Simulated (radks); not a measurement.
Values are calculated unless marked as measured or tabulated.
Excited configurations of Mg I: one electron is placed in a higher orbital outside [Ne] 3s1. The ground configuration is [Ne] 3s2. Code: a radial shooting solver on a logarithmic mesh with Libxc functionals. Model: scalar-relativistic Kohn-Sham, BLYP, spin-polarised, spherical densities, point nucleus; open shells are filled with parallel spins first. Excitation = E - E(ground); binding = E(ion) - E, where the ion is the core of charge +1; n* = 1/sqrt(2 binding) in atomic units, and the quantum defect is n - n*.

| outer orbital | excitation (eV) | binding (eV) | quantum defect | eigenvalue (eV) | <r> (bohr) |
|---|---|---|---|---|---|
| 3d | 5.930 | 1.711 | 0.180 | -0.602 | 8.761 |
| 4s | 5.104 | 2.536 | 1.684 | -1.448 | 8.260 |
| 5s | 6.248 | 1.392 | 1.874 | -0.818 | 15.65 |
| 5d | 6.856 | 0.785 | 0.836 | -0.455 | 26.40 |
| 7f | 7.235 | 0.405 | 1.206 | -0.278 | 64.25 |

The Delta-SCF ionisation energy is 7.640 eV (NIST Atomic Spectra Database: 7.646 eV, measured). Self-interaction in the functional shifts the binding energies and quantum defects, so they are the method's values and not measured ones.
